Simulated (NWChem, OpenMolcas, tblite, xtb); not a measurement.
## GaH2O2F (SMILES [OH][Ga]([OH])[F]): the HOMO–LUMO gap, rung by rung

GaH2O2F: 6 atoms, total charge 0, spin state singlet. SMILES: `[OH][Ga]([OH])[F]`. Geometry: relaxed at PBE0-D4/def2-TZVP. This is one conformer, not always the lowest.

Quantity: the HOMO–LUMO gap, in eV. The values are calculated.

```
                              level            kind     program  value (eV)   CPU time
                           GFN0-xTB  semi-empirical         xtb        4.43  under 2 s
                          IPEA1-xTB  semi-empirical      tblite        5.31  under 2 s
    HF/6-31G* (spherical functions)    Hartree–Fock  OpenMolcas       15.46      7.7 s
 SVWN5/6-31G* (spherical functions)             LDA  OpenMolcas        4.98       16 s
   PBE/6-31G* (spherical functions)             GGA  OpenMolcas        5.02       22 s
r2SCAN/6-31G* (spherical functions)        meta-GGA  OpenMolcas        5.84       27 s
  PBE0/6-31G* (spherical functions)   global hybrid      NWChem        7.77       29 s
 B3LYP/6-31G* (Cartesian functions)   global hybrid  OpenMolcas        7.07       25 s
B2PLYP/6-31G* (spherical functions)   double hybrid  OpenMolcas       10.56       15 s
```

All-electron rows without a relativistic Hamiltonian named are non-relativistic. The values span 4.43 to 15.46 eV. Orbital gaps aren't excitation energies, and those of double hybrids come from the SCF part alone; they tend to grow with the share of exact exchange. CPU times are rough (shared hosts, several kinds of processor and program).
